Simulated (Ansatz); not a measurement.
C₃H₇O, charge +1, singlet, at a GFN2-xTB geometry; PBE/pc-2 (Ansatz, an electronic-structure program).

The Ansatz input:
Ansatz 0.2 input:
```yaml
crystal:
  periodic: [false, false, false]
  atoms:
    - {symbol: O, position_ang: [-0.12196456, -0.11943116, 1.32799784]}
    - {symbol: C, position_ang: [-0.00798184, -0.01099008, 0.06880575]}
    - {symbol: C, position_ang: [0.07373480, 1.28361169, -0.60229975]}
    - {symbol: C, position_ang: [0.04849087, -1.25339967, -0.69585394]}
    - {symbol: H, position_ang: [-0.32280816, 2.10426178, -0.00494255]}
    - {symbol: H, position_ang: [0.33273813, -2.09663446, -0.06823236]}
    - {symbol: H, position_ang: [-0.40234208, 1.26246429, -1.58195675]}
    - {symbol: H, position_ang: [1.13051027, 1.50223461, -0.79778580]}
    - {symbol: H, position_ang: [0.69259699, -1.16845430, -1.56935464]}
    - {symbol: H, position_ang: [-0.95587967, -1.46687807, -1.07995797]}
    - {symbol: H, position_ang: [-0.18456204, 0.70312382, 1.85433503]}
basis:
  gaussian:
    orbitals: pc-2.json
hamiltonian:
  xc: pbe
total_charge: 1
```
The basis file holds pc-2 in the JSON format of the Basis Set Exchange.

The log (banner, timings and long lists left out):

```
Functional definition: PBE
1014 factors; their error is unknown
mean field evaluation 1: about -5239.7946 eV, gradient 1.0e2 eV
mean field evaluation 2: about -5217.9413 eV, gradient 1.3e2 eV
mean field evaluation 4: about -5260.0572 eV, gradient 1.5e1 eV
mean field evaluation 8: about -5260.4845 eV, gradient 1.8e-1 eV
mean field evaluation 16: about -5260.4401 eV, gradient 2.5e-4 eV
mean field -5260.44014579 eV, -193.3176097035 hartree, gradient 8.1e-5 eV, S^2 0.000000; 0 other end points of the search recorded, 0 dependent functions left out
reference -5260.44018752 eV, -193.3176112370 hartree; 16, 16 occupied and 202, 202 virtual orbitals, 1014 factors
Total energy: -5260.44018752 eV, -193.3176112370 hartree
```
